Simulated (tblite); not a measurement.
Species: C₇H₈NO (doublet state).
Z-matrix (Å and degrees, GFN2-xTB geometry), rows numbered from 1:
```
C 
C   1  1.5167
O   2  1.2177  1  121.52
C   2  1.4441  1  114.47  3  -179.98
C   4  1.3964  2  129.74  1     0.06
C   5  1.3983  4  108.32  2   179.90
C   6  1.3730  5  104.77  4     0.02
N   7  1.3279  6  112.38  5    -0.03
C   8  1.4355  4  126.15  2     0.16
H   1  1.0871  2  110.12  3   120.03
H   1  1.0871  2  110.12  3  -120.09
H   1  1.0869  2  108.89  3    -0.02
H   5  1.0724  4  126.50  2    -0.10
H   6  1.0698  5  127.83  4   179.99
H   9  1.0888  8  108.99  4  -179.94
H   9  1.0911  8  110.31  4    59.52
H   9  1.0910  8  110.32  4   -59.41
```

Computed values, GFN2-xTB/tblite, gas phase, harmonic and unscaled. The method is semi-empirical: single wavenumbers can be off by several per cent or more. One conformer, not necessarily the lowest. Open shells enter through the occupations alone, without spin polarisation, and single modes of such species can be off by tens of per cent.

How many normal modes are there?

17 atoms, non-linear: 3N − 6 = 45.

What is the point group of the computed structure, and how do the modes divide by symmetry?

Cs. The vibrations span 29 a′ + 16 a″.

How many distinct wavenumbers does the calculation give?

45: Cs has no degenerate species.

How many fundamentals are allowed in the infrared by symmetry?

45 of 45: in Cs every mode is allowed. All fundamentals are allowed in the Raman spectrum.

Zero-point energy?

½Σν̃ = 28912 cm⁻¹ = 82.7 kcal/mol (45 modes), 37.5 kcal/mol of it from above 1550 cm⁻¹.

How far is the lowest real mode excited at 77 K, as a harmonic oscillator?

θ = hcν̃/k = 102 K for 70.7 cm⁻¹, so N1/N0 = 0.27 and ⟨v⟩ = 1/(exp(θ/T) − 1) = 0.36.

Hardware: one thread, AMD EPYC 7B13 (x86_64), on a shared host. Cost: 0.6 s wall. The figure is for the frequency step alone.
